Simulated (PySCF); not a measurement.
Si(CCH)2(Cl)(H) (C4H3ClSi), SMILES C#C[SiH](Cl)C#C. Geometry: B3LYP-D3(BJ)/def2-SVP.

Calculation: B3LYP-D3(BJ)/def2-SVP run with PySCF 2.14.0.

Harmonic wavenumbers (cm⁻¹): 93, 125, 132, 238, 314, 354, 404, 530, 640, 684, 749, 749, 755, 755, 822, 825, 2156, 2157, 2276, 3455, 3455. Rotational constants (GHz): 2.217, 2.064, 1.164; symmetry number 1.

Q: Work out the zero-point energy and the ideal-gas rigid-rotor harmonic-oscillator thermochemistry at 298.15 K and 1 atm.

A: ZPE = ½ Σ hcν = ½ × 21667 cm⁻¹ = 30.98 kcal/mol. H − E(el) = 36.27 kcal/mol. Entropy in cal/(mol K): translation 40.12, rotation 28.49, vibration 17.46, total 86.08. G − E(el) = 10.61 kcal/mol. Cp = 27.38 cal/(mol K). Modes under 150 cm⁻¹ make the vibrational entropy uncertain.
